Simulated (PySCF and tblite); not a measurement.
## Conformers and averaged properties: C₇H₈FN, numbered as in [NH2:1][CH2:2][c:3]1[cH:4][cH:5][cH:6][cH:7][c:8]1[F:9]

The ensemble was built from 90 distance-geometry starts (ETKDG and KDG, MMFF94s, GFN2-xTB) and rests on PBE0-D3(BJ)/def2-SVP geometries. Energies: PBE0-D3(BJ)/def2-SVPD (IEF-PCM, chloroform), with GFN2-xTB thermal terms (modes under about 100 cm⁻¹ blended into free rotors). Symmetry numbers and mirror images are counted. Conformers within 3 kcal/mol (GFN2-xTB free energy) were kept, 8 at most. GIAO shieldings: PBE0/pcSseg-1 (IEF-PCM, chloroform). Couplings: B3LYP/pcSseg-1 with pcJ-1 on H, F (gas phase; spin-dipole term only for pairs with B, N, F, Si or P). Couplings are for ¹⁹F, ¹H. Shifts are against TMS (¹H), TMS (¹³C), CFCl3 (¹⁹F), NH3 (¹⁵N) at the same level. Codes: tblite and PySCF.

Torsions listed: H1–N1–C2–C3, N1–C2–C3–C4. Of a mirror pair one member is shown.

```
conformer        shape   symmetry  E(GFN2) kcal/mol  E(DFT) kcal/mol  G(298.15 K) kcal/mol  weight %  dipole D
        1  -62°, -114°  C1 (pair)              0.00             0.00                  0.00      56.8      2.52
        2   170°, -18°  C1 (pair)              0.77             0.43                  0.33      32.9      1.20
        3   -65°, 102°  C1 (pair)              2.28             1.21                  1.01      10.3      2.70
```

Weights (%) against temperature:

| T (K) | 1 | 2 | 3 | S(mix) cal/mol/K |
| --- | --- | --- | --- | --- |
| 220 | 63.4 | 30.5 | 6.1 | 3.01 |
| 260 | 59.7 | 31.9 | 8.3 | 3.12 |
| 298.15 | 56.8 | 32.9 | 10.3 | 3.21 |
| 340 | 54.2 | 33.6 | 12.2 | 3.28 |
| 380 | 52.1 | 34.0 | 13.9 | 3.33 |

Averaged shifts at 298.15 K. ¹H: 7.73 (H4, 1H), 7.52 (H6, 1H), 7.38 (H5, 1H), 7.30 (H7, 1H), 3.86 (H2, 2H) ppm. ¹³C: 169.7 (C8), 138.4 (C3), 135.5 (C4), 134.9 (C6), 130.1 (C5), 121.1 (C7), 45.1 (C2) ppm. ¹⁹F: -121.3 (F9) ppm. ¹⁵N: 38.9 (N1) ppm.

Averaged couplings (Hz): ⁵J(H1,F9) -0.7, ⁴J(H2,F9) 1.3, ⁴J(H4,F9) 7.0, ⁵J(H5,F9) -0.7, ⁴J(H6,F9) 4.8, ³J(H7,F9) 10.8, ²J(H1,H1) -10.3, ³J(H1,H2) 9.0, ²J(H2,H2) -16.9, ⁴J(H2,H4) -0.8, ⁶J(H2,H6) -0.8, ³J(H4,H5) 8.3, ⁴J(H4,H6) 1.3, ³J(H5,H6) 8.3, ⁴J(H5,H7) 0.7, ³J(H6,H7) 9.1. Computed couplings to fluorine can be off by tens of per cent at such levels.

Coordinates of conformer 1 (Å):

```xyz
17

N     2.652   -0.281    0.675
C     1.817   -0.443   -0.500
C     0.344   -0.165   -0.304
C    -0.635   -1.157   -0.399
C    -1.984   -0.875   -0.180
C    -2.377    0.421    0.144
C    -1.423    1.434    0.248
C    -0.091    1.121    0.024
F     0.827    2.094    0.124
H     2.621    0.687    0.988
H     2.285   -0.841    1.442
H     2.208    0.219   -1.290
H     1.929   -1.471   -0.881
H    -0.325   -2.174   -0.655
H    -2.728   -1.670   -0.262
H    -3.431    0.652    0.318
H    -1.695    2.462    0.496
```

H on N, O and S are left out: they exchange, and hydrogen bonds move them by several ppm. Unscaled ¹⁹F and ¹⁵N shifts at such levels can be off by tens of ppm; differences between conformers or isomers are more reliable. Shifts are unscaled: against experiment ¹³C can be off by 15 ppm or more and ¹H by 0.8 ppm.

Search and properties took 4.9 min on 1 thread of Arm Neoverse V1, shared host (rough), launched as `OMP_NUM_THREADS=1 python ens_run.py task.json out`.


¹⁵N shifts are against a computed isolated NH3 molecule, about 20 ppm from the liquid.